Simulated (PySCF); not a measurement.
# O(2+) (oxygen, charge +2) across methods

[He] 2s2 2p2, high-spin 3P determinant. Calculation: PySCF 2.14, in aug-cc-pCVQZ-DK; scalar relativity by spin-free X2C-1e. The B2PLYP total includes its PT2 part (frozen core); its orbital energies are those of the SCF part.

```json
{"method": "LDA", "E (hartree)": "-72.7599", "mean ε 2s α (eV)": "-59.547", "mean ε 2s β (eV)": "-55.278", "mean ε 2p α (eV)": "-44.983", "Σ⟨r²⟩ (bohr²)": "5.099", "⟨S²⟩": "2.001"}
{"method": "wB97X", "E (hartree)": "-73.3356", "mean ε 2s α (eV)": "-65.605", "mean ε 2s β (eV)": "-60.337", "mean ε 2p α (eV)": "-50.278", "Σ⟨r²⟩ (bohr²)": "5.037", "⟨S²⟩": "2.002"}
{"method": "M06", "E (hartree)": "-73.3062", "mean ε 2s α (eV)": "-62.751", "mean ε 2s β (eV)": "-57.836", "mean ε 2p α (eV)": "-47.524", "Σ⟨r²⟩ (bohr²)": "5.050", "⟨S²⟩": "2.001"}
{"method": "PBE", "E (hartree)": "-73.2547", "mean ε 2s α (eV)": "-59.815", "mean ε 2s β (eV)": "-55.443", "mean ε 2p α (eV)": "-45.055", "Σ⟨r²⟩ (bohr²)": "5.073", "⟨S²⟩": "2.001"}
{"method": "B2PLYP", "E (hartree)": "-73.3142", "mean ε 2s α (eV)": "-66.726", "mean ε 2s β (eV)": "-59.562", "mean ε 2p α (eV)": "-50.865", "Σ⟨r²⟩ (bohr²)": "5.051", "⟨S²⟩": "2.003"}
{"method": "r2SCAN", "E (hartree)": "-73.3076", "mean ε 2s α (eV)": "-61.245", "mean ε 2s β (eV)": "-55.724", "mean ε 2p α (eV)": "-46.119", "Σ⟨r²⟩ (bohr²)": "5.043", "⟨S²⟩": "2.003"}
{"method": "PBE0", "E (hartree)": "-73.2689", "mean ε 2s α (eV)": "-63.257", "mean ε 2s β (eV)": "-57.592", "mean ε 2p α (eV)": "-47.890", "Σ⟨r²⟩ (bohr²)": "5.055", "⟨S²⟩": "2.002"}
{"method": "UHF", "E (hartree)": "-73.15818", "mean ε 2s α (eV)": "-72.818", "mean ε 2s β (eV)": "-62.406", "mean ε 2p α (eV)": "-55.788", "Σ⟨r²⟩ (bohr²)": "5.038", "⟨S²⟩": "2.005"}
```
